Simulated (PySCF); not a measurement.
## Fractional electron number in Mo+ (molybdenum, charge +1)

The 4d alpha orbital of [Kr] 4d5 is emptied in steps (occupation f), with all orbitals relaxed, ending at [Kr] 4d4. Calculation: PySCF 2.14, in def2-TZVP with the def2 core potential (28 electrons) (6s4p3d1f, 40 functions); a scalar-relativistic core potential. The exact energy is a straight line in f; departures are measured from the line between the end points of the same method.

```tsv
f	BLYP (eV)
1	0.000
0.9	-0.456
0.7	-1.073
0.5	-1.288
0.3	-1.091
0.1	-0.471
0	0.000
```

```csv
method,E(f=0) − E(f=1) (eV),−ε at f=1 (eV),−ε at f=0.5 (eV)
BLYP,16.131,11.090,16.078
```

Orbital energy along the path (eV):

| f | BLYP |
| --- | --- |
| 1 | -11.090 |
| 0.9 | -12.058 |
| 0.7 | -14.040 |
| 0.5 | -16.078 |
| 0.3 | -18.167 |
| 0.1 | -20.299 |
| 0 | -21.379 |

Reference removal energy between the ground levels: 16.16 ± 0.12 eV (semi-empirical (NIST evaluation); NIST Atomic Spectra Database, ionization energies). The calculation has no spin-orbit coupling. The determinant left behind need not be the lowest term of the ion.
